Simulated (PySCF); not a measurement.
Gas-phase equilibrium of 1 mol SnCl4, 2.8 mol H2O at 2000 K and 0.100 bar, among 27 species (ClO, SnCl4, O2, HCl, O, SnH2, HO2, SnO, SnHCl3, SnCl3, H2O, H, HOCl, H2O2, O3, H2, SnH4, SnCl2, SnH2Cl2, Cl, Cl2, SnO2, SnH3Cl, Sn2O2, SnHCl, Sn(OH)2, OH). Only gases are allowed; each row takes one source of thermochemistry for all species, and Cantera finds the minimum.

Method: PySCF energies (xtb for GFN2) plus ideal-gas RRHO corrections (1 bar). † marks an energy on the PBE0/def2-TZVP geometry and frequencies; other levels use their own. Open shells (unrestricted) among the columns below: O2 (multiplicity 3), Cl (multiplicity 2, electronic degeneracy 6), OH (multiplicity 2, electronic degeneracy 4); the rest are closed-shell singlets. GFN2 has no spin-polarisation term. Spin-orbit splitting is ignored; it lowers the true energy and changes the entropy of Cl, OH. Sn: scalar-relativistic def2 core potential, no spin-orbit coupling. The harmonic model lacks anharmonicity and excited electronic states, which grow with temperature; levels with a mode under 35 cm⁻¹ are left out. Soft modes under 120 cm⁻¹ make the harmonic entropy rough for SnCl2.

Molecules larger than those listed are left out. Also missing: (SnO)n, which can matter at low temperature or high pressure.

With BLYP/def2-TZVP† thermochemistry: HCl 0.48, H2O 0.21, SnCl2 0.069, Cl 0.044, SnO 0.098, O2 0.077, Cl2 0.00021, H2 0.010, HOCl 9.3e-6, OH 0.0038.

Question: How far does the composition move with the other sources (GFN2-xTB, PBE/def2-SVP, PBE0/def2-QZVP†)?

Answer: 
```json
[
 {"thermochemistry": "BLYP/def2-TZVP†", "x HCl": "0.48", "x H2O": "0.21", "x SnCl2": "0.069", "x Cl": "0.044", "x SnO": "0.098", "x O2": "0.077", "x Cl2": "0.00021", "x H2": "0.010", "x HOCl": "9.3e-6", "x OH": "0.0038"},
 {"thermochemistry": "GFN2-xTB", "x HCl": "0.12", "x H2O": "0.45", "x SnCl2": "0.14", "x Cl": "0.14", "x SnO": "0.043", "x O2": "0.0018", "x Cl2": "0.089", "x H2": "4.0e-5", "x HOCl": "0.012", "x OH": "0.00010"},
 {"thermochemistry": "PBE/def2-SVP", "x HCl": "0.43", "x H2O": "0.26", "x SnCl2": "0.13", "x Cl": "0.011", "x SnO": "0.043", "x O2": "0.096", "x Cl2": "3.5e-5", "x H2": "0.020", "x HOCl": "4.5e-6", "x OH": "0.0015"},
 {"thermochemistry": "PBE0/def2-QZVP†", "x HCl": "0.37", "x H2O": "0.32", "x SnCl2": "0.16", "x Cl": "0.030", "x SnO": "0.019", "x O2": "0.083", "x Cl2": "0.00017", "x H2": "0.0020", "x HOCl": "8.6e-6", "x OH": "0.0068"}
]
```
The most sensitive of these is HOCl: it spans a factor of 10^3.4 over these rows; at this temperature one factor of ten is RT ln 10 = 38 kJ/mol.
